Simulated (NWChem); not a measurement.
# BeHOBr; SMILES [OH][Be][Br]

```xyz
4

Be     0.0014     1.1598     0.0000
Br     0.0050    -0.8114     0.0000
O      0.0554     2.5658     0.0000
H     -0.6232     3.2323     0.0000
```
Atoms are numbered in this order, from 1.

All runs use the structure optimised with PBE0-D3(BJ)/def2-TZVP.

Symmetry labels are those of Cs in the frame above (b1 and b2, or b-type labels, depend on it).

Task: List the 4 lowest vertical singlet excitations and the 4 lowest triplet ones from PBE/def2-SVP, TDA (NWChem).

Result: 
```
state  energy (eV)  oscillator strength  symmetry  leading excitation (squared amplitude)
-----  -----------  -------------------  --------  --------------------------------------
S1            6.24                0.016        a"                      HOMO → LUMO (1.00)
S2            6.35                0.033        a'                    HOMO−1 → LUMO (0.99)
S3            6.93                0.001        a"                    HOMO → LUMO+1 (0.99)
S4            7.17                0.004        a'                  HOMO−1 → LUMO+1 (0.61)
T1            6.04       spin-forbidden        a"                      HOMO → LUMO (1.00)
T2            6.12       spin-forbidden        a'                    HOMO−1 → LUMO (0.99)
T3            6.63       spin-forbidden        a'                  HOMO−1 → LUMO+1 (0.91)
T4            6.76       spin-forbidden        a"                    HOMO → LUMO+1 (0.94)
```
